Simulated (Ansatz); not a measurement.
Start from `COB(C)O` and change one atom or group to get `CCB(O)OC`.

Ansatz, PBE0-D4/def2-TZVP geometries, multiplicity 1. Each molecule was computed in one conformer, which needn't be the lowest.

| property | `COB(C)O` |
| --- | --- |
| HOMO energy (PBE0/def2-TZVPP) / eV | -8.44 |
| size of the dipole moment (ωB97M-V/def2-TZVPP) / D | 1.70 |
| HOMO–LUMO gap (PBE0/def2-TZVPP) / eV | 9.34 |
| HOMO energy (B3LYP/def2-TZVPP) / eV | -8.20 |
| HOMO–LUMO gap (PBE/def2-TZVPP) / eV | 6.98 |
| LUMO energy (ωB97M-V/def2-TZVPP) / eV | 2.19 |

Task: Give the same properties after the change, and the shifts. (Best estimate.)

Result: The calculation gave: 
| property | `CCB(O)OC` | shift |
| --- | --- | --- |
| HOMO energy (PBE0/def2-TZVPP) / eV | -8.39 | 0.05 |
| size of the dipole moment (ωB97M-V/def2-TZVPP) / D | 1.67 | -0.03 |
| HOMO–LUMO gap (PBE0/def2-TZVPP) / eV | 9.28 | -0.06 |
| HOMO energy (B3LYP/def2-TZVPP) / eV | -8.18 | 0.02 |
| HOMO–LUMO gap (PBE/def2-TZVPP) / eV | 6.96 | -0.02 |
| LUMO energy (ωB97M-V/def2-TZVPP) / eV | 2.20 | 0.01 |

Dipoles are sizes alone; their direction can turn.

B3LYP here is the variant with VWN-RPA as its local correlation; programs differ in this.
